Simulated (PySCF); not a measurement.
Compound: C7H15BO.
SMILES with atom numbers: `[BH2:1][O:2][C@@H:3]([CH3:4])[CH2:5][CH:6]1[CH2:7][CH2:8][CH2:9]1` (hydrogens: H10, H11 on B1; H12 on C3; H13, H14, H15 on C4; H16, H17 on C5; H18 on C6; H19, H20 on C7; H21, H22 on C8; H23, H24 on C9)

The calculation used PBE0-D3(BJ)/def2-SVP geometry optimisation, gas phase (PySCF).

**Question.** Give the optimised bond lengths and angles.

**Answer.** 
| bond | length (pm) |
| --- | --- |
| B1–O2 | 133.7 |
| O2–C3 | 142.5 |
| C3–C4 | 151.6 |
| C3–C5 | 152.2 |
| C5–C6 | 151.4 |
| C6–C7 | 154.3 |
| C7–C8 | 154.0 |
| C8–C9 | 153.9 |
| C6–C9 | 154.5 |
| B1–H10, B1–H11 | 121.3 |
| C3–H12 | 110.6 |
| C4–H13, C4–H14, C4–H15 | 110.0 |
| C5–H16 | 110.4 |
| C5–H17 | 110.4 |
| C6–H18 | 110.3 |
| C7–H19 | 110.2 |
| C7–H20 | 110.1 |
| C8–H21 | 110.1 |
| C8–H22 | 110.0 |
| C9–H23 | 110.3 |
| C9–H24 | 110.1 |

Bonds in one row agree within 1 pm and their mean is given. A selection of angles:
| angle | degrees |
| --- | --- |
| O2–B1–H10 | 120.3 |
| O2–B1–H11 | 117.0 |
| H10–B1–H11 | 122.6 |
| B1–O2–C3 | 123.3 |
| O2–C3–C4 | 108.4 |
| O2–C3–C5 | 107.8 |
| O2–C3–H12 | 108.2 |
| C4–C3–C5 | 114.0 |
| C4–C3–H12 | 109.3 |
| C5–C3–H12 | 109.1 |
| C3–C4–H13 | 110.4 |
| C3–C4–H14 | 110.5 |
| H13–C4–H14 | 108.3 |
| H14–C4–H15 | 108.6 |
| C3–C5–C6 | 114.1 |
| C3–C5–H16 | 107.7 |
| C3–C5–H17 | 108.6 |
| C6–C5–H16 | 109.1 |
| C6–C5–H17 | 110.5 |
| H16–C5–H17 | 106.4 |
| C5–C6–C7 | 119.0 |
| C5–C6–C9 | 119.2 |
| C5–C6–H18 | 110.3 |
| C7–C6–C9 | 88.0 |
| C7–C6–H18 | 108.9 |
| C9–C6–H18 | 109.3 |
| C6–C7–C8 | 88.5 |
| C6–C7–H19 | 110.7 |
| C6–C7–H20 | 118.1 |
| C8–C7–H19 | 111.4 |
| C8–C7–H20 | 118.6 |
| H19–C7–H20 | 108.3 |
| C7–C8–C9 | 88.3 |
| C7–C8–H21 | 111.5 |
| C7–C8–H22 | 118.1 |
| C9–C8–H21 | 111.5 |
| C9–C8–H22 | 118.1 |
| H21–C8–H22 | 108.3 |
| C8–C9–H23 | 111.3 |
| C8–C9–H24 | 118.5 |
| C6–C9–C8 | 88.4 |
| C6–C9–H23 | 110.6 |
| C6–C9–H24 | 118.5 |
| H23–C9–H24 | 108.3 |

Torsions: B1–O2–C3–C4 115° (anticlinal); O2–C3–C5–C6 176° (antiperiplanar); C3–C5–C6–C7 -168° (antiperiplanar); C5–C6–C7–C8 142° (anticlinal); C6–C7–C8–C9 -20° (synperiplanar); C7–C8–C9–C6 19° (synperiplanar); C5–C6–C9–C8 -142° (anticlinal).

The 7 C–C bonds span 1.514 Å (C5–C6, drawn single) to 1.545 Å (C6–C9, drawn single), a spread of 0.031 Å. B1 (three-coordinate boron) is planar (angles 122.6°, 120.3° and 117.0°, sum 360.0°, 0.00 Å off the plane of its three neighbours). The 4-membered ring C6–C7–C8–C9 has internal angles of 88.0° to 88.5°; it is puckered, 0.13 Å rms from its mean plane, widest ring torsion 20°. Of the pairs four or more bonds apart, H15···H18 is among the closest relative to their van der Waals radii: 2.28 Å, 95 % of the sum of Bondi's values.

Point group: C1 (no symmetry element, even within 0.4 Å). Whether it is a minimum is left open (no frequencies). One conformer, not necessarily the lowest (H–B1–O2–C3 1° and -179°, B1–O2–C3–C4 115°, O2–C3–C5–C6 176°, C3–C5–C6–C7 -168°, C5–C6–C7–C8 142°, C6–C7–C8–C9 -20°, C7–C8–C9–C6 19°, C5–C6–C9–C8 -142°).
